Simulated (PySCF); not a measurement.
Dipole response of Fe³⁺ (iron, charge +3)

[Ar] 3d5, high-spin 6S determinant. All numbers are calculated (PySCF 2.14, no relativity, point nucleus, in aug-cc-pVTZ with one added diffuse shell each of s, p, d, f, g type (9s8p6d4f3g, 118 functions)). Coupled (time-dependent) response in atomic units; α is the mean over directions.

| method | mean α (bohr³) | C₆ (like pair) | S(−4) |
| --- | --- | --- | --- |
| UHF | 1.654 | 4.001 | 0.7646 |
| PBE | 1.927 | 4.718 | 1.305 |

S(−4) is the Cauchy moment in α(ω) = α(0) + S(−4) ω² + …

α(iu) at PBE:

```tsv
u (hartree)	α(iu) (bohr³)
0	1.927
0.0500	1.924
0.100	1.914
0.200	1.878
0.300	1.822
0.500	1.680
0.750	1.490
1.00	1.317
1.50	1.037
2.00	0.8295
3.00	0.5559
5.00	0.2926
```

A single London oscillator, α(iu) = α/(1 + u²/ω²), gives C₆ = (3/4) ω α². Matching the computed C₆ needs ω = 4 × 4.718 / (3 × 1.927²) = 1.69 hartree.

For an ion, C₆ is the dispersion term alone; charge-induced terms of lower order in 1/R come first.
